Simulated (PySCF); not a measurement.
Choosing a molecule for a target property.

Species are written as SMILES; each is one conformer at its optimised geometry, gas phase, non-relativistic unless stated; the electronic structure was computed with PySCF and density fitting.

Dipoles, sizes and rotational constants follow the conformer. The torsions of the flexible species, by atom-mapped SMILES:
- `[CH3:1][SiH2:2][C@@:3]1([Cl:4])[CH:5]=[CH:6][Si@H:7]1[PH2:8]`: C1–Si2–C3–Cl4 -177°, H–P8–Si7–C6 174°, H–P8–Si7–C6 -94°
- `[CH3:1][C:2]#[C:3][SiH2:4][CH2:5][Si@H:6]([PH2:7])[Cl:8]`: C3–Si4–C5–Si6 -69°, Si4–C5–Si6–P7 57°, H–P7–Si6–C5 -57°, H–P7–Si6–C5 35°
- `[CH:1]#[C:2][C@@H:3]([CH3:4])[Si@@H:5]([Cl:6])[SiH2:7][PH2:8]`: C2–C3–Si5–Cl6 175°, C3–Si5–Si7–P8 -176°, H–P8–Si7–Si5 46°, H–P8–Si7–Si5 -47°
- `[CH3:1][C:2]([CH3:3])([CH2:4][SH:5])[Si@H:6]([F:7])[CH2:8][F:9]`: C1–C2–C4–S5 171°, C1–C2–Si6–F7 50°, C2–Si6–C8–F9 -61°, H–S5–C4–C2 -94°

Question: Wanted: dipole moment between 2 D and 2.6 D (PBE0/pcSseg-1) and HOMO–LUMO gap below 7.2 eV (PBE0/pcSseg-1), at GFN2-xTB geometries. Which candidate meets both?
A. `[Si@H](Cl)(P)C[SiH2]C#CC`
B. `F[Si@@H](C(C)(C)CS)CF`
C. `P[Si@@H]1C=C[C@@]1([SiH2]C)Cl`
D. `C#C[C@@H](C)[Si@@H](Cl)[SiH2]P`

Answer: C. Computed values:
| species | dipole moment | HOMO–LUMO gap |
| --- | --- | --- |
| C#C[C@@H](C)[Si@@H](Cl)[SiH2]P | 1.12 D | 6.76 eV |
| F[Si@@H](C(C)(C)CS)CF | 1.49 D | 7.06 eV |
| P[Si@@H]1C=C[C@@]1([SiH2]C)Cl | 2.19 D | 6.55 eV |
| [Si@H](Cl)(P)C[SiH2]C#CC | 2.99 D | 7.37 eV |
